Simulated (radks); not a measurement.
Problem. These are the eigenvalues of the occupied orbitals of an atom or ion with whole-number occupations (hartree). Method: non-relativistic Kohn-Sham, revTPSS, spin-polarised, spherical densities, point nucleus; meta-GGA in the generalised Kohn-Sham scheme; computed with a radial shooting solver on a logarithmic mesh with Libxc functionals.

1s up: -1460.212
1s down: -1460.210
2s up: -227.9797
2s down: -227.9784
2p up: -215.6989
2p down: -215.6967
3s up: -49.29144
3s down: -49.26102
3p up: -43.97271
3p down: -43.94243
3d up: -34.14403
3d down: -34.11841
4s up: -9.89903
4s down: -9.81905
4p up: -7.90325
4p down: -7.81895
4d up: -4.41439
4d down: -4.32107
5s up: -1.52735
5s down: -1.44027
5p up: -0.98569
5p down: -0.90859
4f up: -0.37918
6s up: -0.18652
6s down: -0.15829
6p up: -0.09404

Which element is it, and in what charge state? The configuration may be excited. Open shells, if any, are filled with parallel spins first.

Solution. Z = 59, praseodymium, charge 0: Pr in [Kr] 4d10 4f3 5s2 5p5 6s2 6p1. The list shows which subshells hold electrons but not how many an open one holds; the 1s level, -1460.2 hartree, gives Z - s = 54.0 by -(Z - s)^2/2, which with screening narrows Z to a few neighbours, and the depths of the outer levels then fix element, charge and occupations together.
